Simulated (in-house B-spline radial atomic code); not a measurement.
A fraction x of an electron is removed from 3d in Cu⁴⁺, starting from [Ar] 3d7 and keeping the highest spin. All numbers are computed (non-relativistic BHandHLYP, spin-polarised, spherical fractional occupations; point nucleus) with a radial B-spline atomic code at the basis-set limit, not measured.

Caution: exact exchange at fractional occupations of open shells leaves self-interaction of up to several eV.

| x | E(x) - E(0) (eV) | 3d down level (eV) |
| --- | --- | --- |
| 0 | 0.0000 | -67.401 |
| 0.03 | 2.0308 | -67.985 |
| 0.13 | 8.9271 | -69.943 |
| 0.31 | 21.8372 | -73.512 |
| 0.42 | 30.0447 | -75.720 |
| 0.5 | 36.1669 | -77.338 |
| 0.57 | 41.6304 | -78.763 |
| 0.65 | 47.9969 | -80.401 |
| 0.86 | 65.3368 | -84.752 |
| 0.93 | 71.3208 | -86.219 |
| 1 | 77.4076 | -87.693 |

The exact functional would give a straight line between the two integer points. Deviations E(x) - E(0) - x[E(1) - E(0)], in eV: -0.291 at x = 0.03, -1.136 at x = 0.13, -2.159 at x = 0.31, -2.466 at x = 0.42, -2.537 at x = 0.5, -2.492 at x = 0.57, -2.318 at x = 0.65, -1.234 at x = 0.86, -0.668 at x = 0.93.

The curve lies below the straight line by up to 2.537 eV (at x = 0.5): convex, the delocalisation error, to which spherically averaged exact exchange adds.

(1) How well does Slater's transition state (minus the level at half occupation) give the ionisation energy?

Results:

(1) It gives 77.338 eV against 77.408 eV from the two total energies; NIST lists 79.80 eV, ground level to ground level. The end point has an open shell averaged over its orbitals, so its exact exchange keeps a self-interaction and this is no true integer point.
